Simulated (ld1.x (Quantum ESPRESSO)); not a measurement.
**W (Z = 74): excitation energies, all-electron against TM**

```
Element                 : W
Generator               : ld1.x (Quantum ESPRESSO) 7.5
Type                    : norm-conserving Troullier–Martins (Kleinman–Bylander form)
Functional              : BP86
Relativity              : scalar-relativistic
Frozen core             : [Xe] 4f14
Valence charge          : 6
Reference configuration : 5d4 6s2 6p0
Partial waves           : 6s (bound): rc 1.90 bohr; 6p (bound, empty): rc 2.75 bohr; 5d (bound): rc 1.60 bohr
Local potential         : all-electron potential smoothed inside 2.65 bohr (lloc = -1)
Core correction         : none
```

Energies are relative to the spin-unpolarised reference configuration 5d4 6s2 6p0; without spin polarisation the order of configurations can differ from experiment.

| valence configuration | charge | ΔE all-electron (eV) | error AE − PS (meV) |
| --- | --- | --- | --- |
| 5d4 6s1 6p0 | +1 | 9.063 | +18 |
| 5d4 6s0 6p0 | +2 | 24.932 | +130 |
| 5d4 6s1.5 6p0 | +0.5 | 3.716 | +3.0 |
| 5d3 6s2 6p0 | +1 | 8.974 | +257 |
| 5d4.5 6s1.5 6p0 | 0 | 0.706 | +18 |

Q: What are ΔE and the potential's error for 5d4 6s0 6p1?

A: ΔE = 14.570 eV all-electron; the error (AE − PS) is +127 meV.

Q: What are ΔE and the potential's error for 5d3 6s0 6p0?

A: ΔE = 50.445 eV all-electron; the error (AE − PS) is +67 meV.

ld1.x printed “convergence not achieved” for 4 of the counted tests; their residual had stalled under 1e-8, short of the target of 1e-14.
